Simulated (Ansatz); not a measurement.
Problem. Name a neutral molecule of C, Ga, O, S, Si and H with HOMO–LUMO gap (ωB97M-V/def2-TZVPP) between 8.55 and 8.85 eV and LUMO energy (PBE/def2-TZVPP) between -2.50 and -2.20 eV (Ansatz, PBE0-D4/def2-TZVP geometry).

Solution. `O[SiH2][Ga]1[CH2][S]1` (8.56 eV, -2.43 eV). Other molecules can fit too; these were computed, each in one conformer that needn't be the lowest.
